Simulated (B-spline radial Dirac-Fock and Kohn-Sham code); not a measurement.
# Atomic SCF run for Ne⁶⁺

ΔSCF core binding energies without Breit or QED terms, calculated with a B-spline atomic structure program. Keys: rel is the Hamiltonian (dirac, or spin-free x2c and nr, where L3 and M5 stand for the whole 2p and 3d shells), method is hf or an exchange,correlation pair (spin-unpolarised, also for the hole states), nuc the nuclear model, radius_factor scales its radius, rmax is the box in bohr, h the logarithmic mesh step, order the B-spline order, points the quadrature points per cell, c_factor scales the speed of light, and damp, ndamp, maxit and tol steer the iteration. The run stops when the commutator error falls below 10·tol·max(1, Z/10), or the numerical noise floor, and the energy has settled to about 1e-8 Ha; the virial ratio is −V/T.

Input (task.json):

```json
{"items": [{"Z": 10, "q": 6, "cfg": [[1, 0, 2], [2, 0, 2]], "A": 20, "rrms": 3.0055, "do": "settings", "holes": ["K", "L3", "M5"],
  "settings": [{"rel": "dirac", "method": "hf", "nuc": "fermi", "radius_factor": 1.0, "rmax": 45.0, "h": 0.3, "order": 8, "points": 10, "c_factor": 1.0, "maxit": 60, "damp": 0.5, "ndamp": 3, "tol": 1e-06}]}]}
```

Command: `python xray2_run.py task.json out`

Ground-state iterations:

```
iter   energy (Ha)        error
   1     -109.37723326  1.30e+00
   2     -110.25490030  2.85e-02
   3     -110.25565529  1.46e-02
   4     -110.25587333  7.47e-03
   5     -110.25596173  5.45e-04
   6     -110.25596235  3.26e-05
   7     -110.25596235  5.28e-07
```

The ground state converged in 7 iterations, with total energy -110.25596 Ha, virial ratio 1.99737 and highest orbital energy -204.12 eV. ΔSCF binding energies: K (1s) 1099.8 eV. Holes are computed only in closed shells, and unreliable hole states are left out.
